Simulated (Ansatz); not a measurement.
Born–Oppenheimer molecular dynamics of C3H10BCl (15 atoms, charge 0, multiplicity 1). It starts at the highest image of a converged band. Of that band: Neighbouring images differ by up to 1.5 eV, so the band resolves the path poorly. A vibrational analysis at the climbing image gives one clearly imaginary mode, 804i cm⁻¹: a first-order saddle point.

These are results of RKS r2SCAN/6-31G* (Ansatz), not measurements.

```json
{
  "ensemble": "NVE (velocity Verlet)",
  "time step": "0.5 fs",
  "steps asked": "200",
  "starting velocities drawn for": "100 K",
  "seed": "7748"
}
```

First frame:

```xyz
15
Properties=species:S:1:pos:R:3
B -0.148 0.097 -0.107
C 1.283 -0.214 0.801
C -0.051 -0.419 -1.589
C -1.446 0.058 0.780
H 0.906 1.061 0.317
Cl 0.305 2.360 -0.298
H 2.263 -0.167 0.311
H 1.349 0.129 1.839
H 1.010 -1.281 0.841
H -0.171 -1.514 -1.600
H -0.856 -0.004 -2.207
H 0.903 -0.188 -2.077
H -1.344 0.584 1.737
H -1.701 -0.990 1.005
H -2.303 0.487 0.247
```

Problem. How far do the bonds stretch over the last three quarters of this one trajectory? (Pairs bonded in most of those frames.)

Solution. 
| bond | mean (Å) | spread (Å) | shortest | longest |
| --- | --- | --- | --- | --- |
| B1–C3 | 1.584 | 0.034 | 1.52 | 1.63 |
| B1–C4 | 1.576 | 0.033 | 1.53 | 1.64 |
| B1–Cl6 | 1.801 | 0.067 | 1.69 | 2.01 |
| C2–H5 | 1.092 | 0.014 | 1.06 | 1.12 |
| C2–H7 | 1.094 | 0.006 | 1.08 | 1.11 |
| C2–H8 | 1.095 | 0.007 | 1.08 | 1.11 |
| C2–H9 | 1.093 | 0.007 | 1.08 | 1.11 |
| C3–H10 | 1.098 | 0.012 | 1.08 | 1.12 |
| C3–H11 | 1.101 | 0.011 | 1.08 | 1.12 |
| C3–H12 | 1.100 | 0.008 | 1.09 | 1.12 |
| C4–H13 | 1.097 | 0.019 | 1.06 | 1.13 |
| C4–H14 | 1.101 | 0.017 | 1.08 | 1.13 |
| C4–H15 | 1.103 | 0.015 | 1.08 | 1.13 |

Mean temperature of the second half: 1025 K. The conserved energy stayed within 0.073 meV per atom of its start (net change 0.022 meV per atom), so the integration is sound. The system heated up, since it started high on the potential surface and ran downhill. A run of 0.1 ps of so small a system gives no equilibrium averages. The orbitals stay closed-shell, which can raise the energy where a bond breaks towards radicals; this wasn't checked here.

Run time: 13 min on 2 threads of Arm Neoverse V1 (shared host), peak memory 0.16 GiB.
